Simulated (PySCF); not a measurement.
Compound: C₆H₁₁O₂ (doublet state).
SMILES with atom numbers: `[CH3:1][C:2]([CH3:3])[C@@H:4]([CH3:5])[C:6](=[O:7])[OH:8]` (hydrogens: H9, H10, H11 on C1; H12, H13, H14 on C3; H15 on C4; H16, H17, H18 on C5; H19 on O8)

Structure used (GFN2-xTB), in Å, numbered top down from 1:
```
atom  x, y, z in Å
C1    -1.6363    0.3804   -0.5613
C2    -0.6179   -0.1848    0.3524
C3    -0.8637   -0.2936    1.8113
C4     0.7357   -0.5187   -0.1747
C5     0.7868   -1.0637   -1.5957
C6     1.2719    0.8962   -0.0774
O7     1.1060    1.7694   -0.8989
O8     1.8750    1.1248    1.1109
H9    -2.4978    0.7500   -0.0104
H10   -1.9811   -0.3636   -1.2844
H11   -1.2039    1.2031   -1.1398
H12   -1.6564    0.3796    2.1336
H13    0.0433   -0.0727    2.3753
H14   -1.1654   -1.3130    2.0764
H15    1.2801   -1.1580    0.5227
H16    0.1683   -1.9538   -1.6788
H17    0.4346   -0.3135   -2.2974
H18    1.8099   -1.3232   -1.8562
H19    2.1011    2.0644    1.1850
```

The hyperfine couplings belong to this conformer and change with its torsions.

Level of theory: PySCF 2.14.0, UKS B3LYP, pcH-1 on C H O, non-relativistic, mean-field spin-orbit, GIAO. Isolated species at its GFN2-xTB geometry (one conformer only). A GFN2-xTB geometry isn't a minimum of the functional, and hyperfine couplings can be far from their values at a DFT geometry. Stability of the SCF solution: not tested.

Q: Where do the isotropic ENDOR lines of C2, C6, C1/C3, C4, C5, H9 (×6), H15, H19 and H16/H17/H18 fall at 345.9 mT, to first order?

A: ν± = |νn ± a/2|, one line for each electron-spin manifold; νn = |g_N| × 7.62259 MHz/T × B.

| nuclei | isotope | g_N | νn (MHz) | a_iso (MHz) | lower line (MHz) | upper line (MHz) |
| --- | --- | --- | --- | --- | --- | --- |
| C2 | 13C | 1.4048 | 3.70 | 89.54 | 41.06 | 48.47 |
| C6 | 13C | 1.4048 | 3.70 | 71.61 | 32.10 | 39.51 |
| C1/C3 | 13C | 1.4048 | 3.70 | -31.95 | 12.27 | 19.68 |
| C4 | 13C | 1.4048 | 3.70 | -27.03 | 9.81 | 17.22 |
| C5 | 13C | 1.4048 | 3.70 | 19.43 | 6.01 | 13.42 |
| H9 (×6) | 1H | 5.5857 | 14.73 | 67.68 | 19.11 | 48.57 |
| H15 | 1H | 5.5857 | 14.73 | 27.47 | 0.99 | 28.46 |
| H19 | 1H | 5.5857 | 14.73 | 2.58 | 13.44 | 16.02 |
| H16/H17/H18 | 1H | 5.5857 | 14.73 | -1.10 | 14.18 | 15.28 |

The rows for 13C, of low natural abundance, apply to labelled samples.

Q: Which pairs are centred on the nuclear Larmor frequency, and which on half the coupling?

A: Centred on νn, since |a| < 2νn: H15, H19 and H16/H17/H18. Centred on |a|/2 and split by 2νn: C2, C6, C1/C3, C4, C5 and H9 (×6).

Q: At what field would the lower line of C5 fall to zero frequency?

A: Where νn = |a|/2, that is B = 9.71 MHz/(1.4048 × 7.62259 MHz/T) = 907 mT, as far as first order holds there.

Means are taken over nuclei equivalent by connectivity, which assumes that they swap fast. The six 1H nuclei of mean +67.7 MHz run from 4.1 to 130.7 MHz in the frozen geometry.

The Mulliken spin populations are largest on C2 (+0.91), C3 (-0.08), C1 (-0.08) and C4 (-0.07). C2 is the only atom above +0.15. The positive populations add up to 1.23 and the negative ones to -0.23, together 2S = 1. The angles at C2 add up to 359.7°, so it is planar.
